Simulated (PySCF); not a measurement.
C2H5O2, SMILES C([O])CO, multiplicity 2.

Coordinates come from a ωB97X-D3(BJ)/def2-SVP optimisation. The isomer is the one that the SMILES or the coordinates give; other isomers of the formula were not compared. One conformer was computed; it need not be the lowest.

These are TDA-ωB97X/def2-SVPD in PySCF values and carry that method's errors.

Vertical excitations. 

| state | energy (eV) | λ (nm) | f | main pairs |
|---|---|---|---|---|
| root 1 | 0.34 | 3696 | 0.000 | β HOMO→LUMO 93 % |
| root 2 | 3.99 | 311 | 0.017 | β HOMO−1→LUMO 65 %, β HOMO−3→LUMO 26 % |
| root 3 | 4.83 | 257 | 0.032 | β HOMO−3→LUMO 45 %, β HOMO−1→LUMO 28 %, β HOMO−2→LUMO 17 % |
| root 4 | 5.69 | 218 | 0.005 | β HOMO−2→LUMO 74 % |
| root 5 | 6.62 | 187 | 0.002 | β HOMO−4→LUMO 69 %, β HOMO−6→LUMO 12 % |
| root 6 | 7.41 | 167 | 0.001 | α HOMO→LUMO 53 %, α HOMO→LUMO+1 8 %, β HOMO−1→LUMO+1 13 % |
| root 7 | 7.73 | 160 | 0.007 | α HOMO→LUMO 14 %, β HOMO−1→LUMO+1 37 %, β HOMO→LUMO+1 28 %, β HOMO−1→LUMO+2 8 % |
| root 8 | 7.93 | 156 | 0.009 | β HOMO→LUMO+1 41 %, β HOMO−1→LUMO+1 24 %, β HOMO→LUMO+3 10 %, β HOMO→LUMO+2 10 % |
| root 9 | 8.27 | 150 | 0.053 | β HOMO−5→LUMO 90 % |
| root 10 | 8.41 | 147 | 0.013 | α HOMO−1→LUMO 63 % |
Unrestricted roots are not spin-pure.
